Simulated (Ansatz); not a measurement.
Consider the hydrogenolysis of the Sn–S bond: `C[O][SnH2][SH]` + H₂ → `C[O][SnH3]` + H₂S.

Calculated with Ansatz (gas phase, PBE0-D4/def2-TZVP geometries, no zero-point term in ΔE). CCSD(T)/CBS is the MP2 limit (def2-TZVPP, def2-QZVPP) plus CCSD(T) − MP2 in def2-TZVPP, frozen cores. This one scheme is used for every species. Functionals use def2-TZVPP. def2 core potentials past Kr. For Sn outer-core shells are correlated without core-valence functions, which leaves a few kJ/mol of doubt a bond. Each species was taken in one conformer, which may not be the lowest.

Q: Is it downhill or uphill in electronic energy at CCSD(T)/CBS, and by how much? (Estimate.)

A: The calculation gave: Uphill: ΔE = +13.1 kcal/mol.

Q: What do these levels give: BHLYP-D4, ωB97X-V, r2SCANh, HF/def2-SVP, HF/CBS(def2), CCSD/CBS(def2)? (Best estimate.)

A: The calculation gave: BHLYP-D4 11.3, ωB97X-V 10.9, r2SCANh 12.2, HF/def2-SVP 5.4, HF/CBS(def2) 7.1, CCSD/CBS(def2) 11.8 kcal/mol.

Largest T1 diagnostic among the species: 0.013.

In def2-TZVPP, CCSD(T) changes the Hartree–Fock value by +3.8 kcal/mol (the triples alone add +1.3 kcal/mol) and MP2 by +6.4 kcal/mol. From r2SCAN to r2SCAN0 (25 % exact exchange), in def2-TZVPP and without D4, ΔE moves by −1.0 kcal/mol. Leaving LDA and LC-ωPBE aside and taking each functional with its dispersion term where it has one, the values, not all of them listed here, spread over 3.5 kcal/mol, from CAM-B3LYP-D4 to revPBE-D4.
